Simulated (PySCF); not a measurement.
Partial charges of `PP1(=S)C=CC=C1`

Compound: C4H6P2S.
Z-matrix (Å and degrees, GFN2-xTB geometry), rows numbered from 1:
```
P 
P   1  2.2030
S   2  1.9476  1  115.50
C   2  1.8142  1  104.73  3  -130.37
C   4  1.3390  2  109.66  1  -111.54
C   5  1.4512  4  114.98  2     1.17
C   6  1.3387  5  115.14  4     0.27
H   1  1.3944  2   90.02  3   -61.82
H   1  1.3953  2   92.91  3  -154.77
H   4  1.0762  2  123.52  1    70.71
H   5  1.0790  4  124.36  2  -178.35
H   6  1.0790  5  120.66  4  -179.27
H   7  1.0765  2  123.58  1   -75.36
```

Density: PBE0/pcSseg-1 (PySCF); schemes: Mulliken, IAO, Hirshfeld and ESP-fitted. Geometry: GFN2-xTB, one conformer, isolated molecule.

Task: Do the Mulliken, IAO, Hirshfeld and ESP-fitted schemes agree on where the charge is highest?

Result: All schemes agree: Mulliken P2 (+0.282); IAO P2 (+0.901); Hirshfeld P2 (+0.276); ESP-fitted P2 (+0.282).

Task: At which atom do the 4 schemes differ most?

Result: At P2: from +0.276 (Hirshfeld) to +0.901 e (IAO), 0.625 e apart.

Task: Do the Mulliken, IAO, Hirshfeld and ESP-fitted schemes agree on where the charge is lowest?

Result: The schemes don't all agree: Mulliken S3 (-0.309); IAO S3 (-0.562); Hirshfeld S3 (-0.317); ESP-fitted C7 (-0.469).

Task: What partial charge does each atom carry?

Result: In e:

```
atom                        environment  Mulliken     IAO  Hirshfeld  ESP-fitted
  P1        three-coordinate phosphorus    +0.071  +0.013     +0.063      -0.189
  P2  phosphorus bonded to 2 C, P and S    +0.282  +0.901     +0.276      +0.282
  S3                 sulfur bonded to P    -0.309  -0.562     -0.317      -0.317
  C4                   alkene CH carbon    -0.294  -0.391     -0.097      -0.228
  C5                   alkene CH carbon    -0.046  -0.133     -0.032      -0.097
  C6                   alkene CH carbon    -0.048  -0.135     -0.034      +0.072
  C7                   alkene CH carbon    -0.294  -0.390     -0.095      -0.469
  H8                       P–H hydrogen    +0.082  +0.009      0.000      +0.128
  H9                       P–H hydrogen    +0.058  +0.001     -0.007      +0.136
 H10                   vinylic hydrogen    +0.139  +0.179     +0.060      +0.185
 H11                   vinylic hydrogen    +0.112  +0.165     +0.062      +0.137
 H12                   vinylic hydrogen    +0.112  +0.165     +0.061      +0.114
 H13                   vinylic hydrogen    +0.135  +0.177     +0.060      +0.246
```

Mean size of the charges over all atoms: IAO 0.248 e, ESP-fitted 0.200 e, Mulliken 0.153 e, Hirshfeld 0.090 e. Each set sums to the total charge, 0, to within 0.001 e. The Mulliken scheme gives each basis function's population to the atom it is centred on and halves the overlap population of two atoms between them. The IAO scheme counts the electrons in orthogonalised intrinsic atomic orbitals, a minimal basis polarised so that it spans the occupied orbitals exactly.

Task: How closely do the schemes follow one another over all atoms?

Result: Correlation coefficient and root-mean-square difference: IAO with Hirshfeld 0.94, 0.232 e; Mulliken with IAO 0.92, 0.196 e; Mulliken with ESP-fitted 0.89, 0.105 e; Mulliken with Hirshfeld 0.88, 0.091 e; IAO with ESP-fitted 0.80, 0.215 e; Hirshfeld with ESP-fitted 0.72, 0.160 e.

Task: Sum the charges by element, for elements with more than one atom.

Result: 
```
element  atoms  Mulliken     IAO  Hirshfeld  ESP-fitted
      P      2    +0.354  +0.914     +0.339      +0.094
      C      4    -0.683  -1.049     -0.258      -0.722
      H      6    +0.638  +0.696     +0.236      +0.946
```
